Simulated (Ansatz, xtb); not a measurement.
Relaxing a trial structure of FGeHS

The starting geometry of this gas-phase singlet was built from a drawn formula by distance geometry and a force field; its bonds are those of `F[SH]=[Ge]`.

```xyz
4

F    -1.7398   -1.3776    2.2910
Ge    1.0501   -2.9177    3.1147
S    -0.5755   -2.6184    2.0090
H    -0.2698   -2.4641    0.6441
```

Question: Predict what it relaxes into with r2SCAN-D4/def2-SVP.

Answer: It keeps its bonds, and is `F[SH]=[Ge]`.

The energy falls by 0.42 eV over 6 steps:

```tsv
step	E − E(last) (eV)
1	0.422
2	0.051
3	0.013
4	0.001
5	0.000
6	0.000
```

Final geometry (Å):

```xyz
4

F    -1.8130   -1.3486    2.0873
Ge    1.2158   -3.0135    3.1712
S    -0.5377   -2.6560    2.0573
H    -0.4001   -2.3598    0.7431
```

From the same start GFN2-xTB ends elsewhere, differing in F1–Ge2 (1.83 against 3.62 Å here), F1–S3 (3.06 against 1.83 Å here).

No frequencies were run, so the end isn't proven a minimum. Run with Ansatz 0.2.0, 22 s on 1 thread of Intel(R) Xeon(R) Processor @ 2.50GHz (Skylake/Cascade Lake), with other jobs on the host.
